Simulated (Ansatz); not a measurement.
Frontier orbitals of H₆InNO₃ (`[NH3+][In-]([OH])([OH])[OH]`).

Charge 0, multiplicity 1. Correlated methods include outer-core shells of In, which these sets cover unevenly. In: def2 effective core potential. The geometry is a stationary point of PBE0-D4/def2-TZVP. It is one conformer, not always the lowest. Basis def2-TZVPP, the Gaussian-basis code of Ansatz.

```csv
functional,HOMO (eV),LUMO (eV),gap (eV)
PBE,-6.06,-1.69,4.37
revPBE,-5.97,-1.57,4.40
r2SCAN,-6.41,-1.34,5.07
PBE0,-7.74,-0.80,6.94
r2SCANh,-7.04,-1.03,6.01
HSE06 (plane-wave form),-7.32,-1.17,6.15
BHLYP,-9.37,-0.07,9.30
ωB97M-V,-10.22,0.87,11.09
```

Against PBE, PBE0 changes HOMO and LUMO by −1.68 and +0.89 eV, ωB97M-V by −4.16 and +2.56 eV. A gap of 4.36 eV thus becomes 11.08 eV for the same molecule, so an orbital gap means little without its functional. A positive LUMO is unbound and depends on the basis.
